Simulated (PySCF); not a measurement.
Energy of Ca+ (calcium, charge +1) between two integer charges

The 4s alpha orbital of [Ar] 4s1 is emptied in steps (occupation f), with all orbitals relaxed, ending at [Ar]. Calculation: PySCF 2.14, in def2-TZVPPD (6s5p3d, 36 functions); no relativity, point nucleus. The exact energy is a straight line in f; departures are measured from the line between the end points of the same method.

```
  f  UHF (eV)  LDA (eV)  PBE (eV)  PBE0 (eV)  r2SCAN (eV)  BHandHLYP (eV)  r2SCAN0 (eV)  MN15 (eV)
  1     0.000     0.000     0.000      0.000        0.000           0.000         0.000      0.000
0.8     0.003    -0.415    -0.426     -0.310       -0.353          -0.228        -0.266     -0.238
0.6     0.005    -0.612    -0.640     -0.465       -0.506          -0.342        -0.380     -0.355
0.4     0.005    -0.598    -0.642     -0.465       -0.473          -0.343        -0.354     -0.342
0.2     0.003    -0.382    -0.428     -0.309       -0.281          -0.230        -0.210     -0.189
  0     0.000     0.000     0.000      0.000        0.000           0.000         0.000      0.000
```

Task: For PBE, how does the orbital energy at f = 1 compare with the removal energy?

Result: −ε = 9.317 eV against a total-energy difference of 11.974 eV. By Janak's theorem ε = ∂E/∂f, so the gap between them reflects the curvature. Along the path −ε is 10.374 (f = 0.8), 11.432 (f = 0.6), 12.498 (f = 0.4), 13.597 (f = 0.2) eV.

```csv
method,E(f=0) − E(f=1) (eV),−ε at f=1 (eV),−ε at f=0.4 (eV)
UHF,11.315,11.336,11.311
LDA,12.094,9.475,12.684
PBE,11.974,9.317,12.498
PBE0,11.865,9.923,12.251
r2SCAN,11.671,9.399,12.271
BHandHLYP,11.875,10.453,12.154
r2SCAN0,11.702,9.991,12.158
MN15,11.550,10.061,11.963
```

As f goes to zero the orbital energy of a semilocal functional can turn back, because the density of that orbital vanishes from the exchange-correlation potential.

Reference removal energy between the ground levels: 11.872 eV (measured; NIST Atomic Spectra Database, ionization energies). UHF lacks correlation.
